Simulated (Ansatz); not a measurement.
`FCOCC(F)F`. Total charge 0; spin multiplicity 1. All single points use the PBE0-D4/def2-TZVP geometry. It is one conformer, not always the lowest.

```xyz
12

F     1.209   -2.253    0.333
C     1.369   -0.901    0.553
O     0.198   -0.346    1.004
C    -0.806   -0.181    0.027
C    -0.838    1.251   -0.452
F    -1.888    1.414   -1.291
F     0.293    1.541   -1.147
H     2.109   -0.773    1.344
H     1.704   -0.464   -0.393
H    -1.768   -0.416    0.486
H    -0.661   -0.846   -0.830
H    -0.921    1.973    0.366
```

What is the dipole moment at r2SCAN/def2-TZVPP? (Best estimate.)

Computed: 1.00 D, with components (0.02, 0.60, 0.80) D in this frame, pointing from negative to positive charge.

And with PBE, B3LYP, ωB97M-V? (Estimate.)

Ansatz gave: PBE 0.95 D, B3LYP 1.04 D, ωB97M-V 1.02 D.

Give the Mulliken charges with r2SCAN, B3LYP, PBE in def2-TZVPP. (Estimate.)

Ansatz gave: 
```csv
atom,r2SCAN,B3LYP,PBE
F1,-0.24,-0.24,-0.20
C2,0.27,0.18,0.12
O3,-0.31,-0.31,-0.24
C4,0.09,0.01,0.00
C5,0.34,0.30,0.23
F6,-0.20,-0.21,-0.16
F7,-0.21,-0.21,-0.17
H8,0.05,0.11,0.10
H9,0.05,0.09,0.08
H10,0.06,0.10,0.10
H11,0.06,0.09,0.08
H12,0.03,0.08,0.06
```

B3LYP here is the variant with VWN-RPA as its local correlation; programs differ in this.
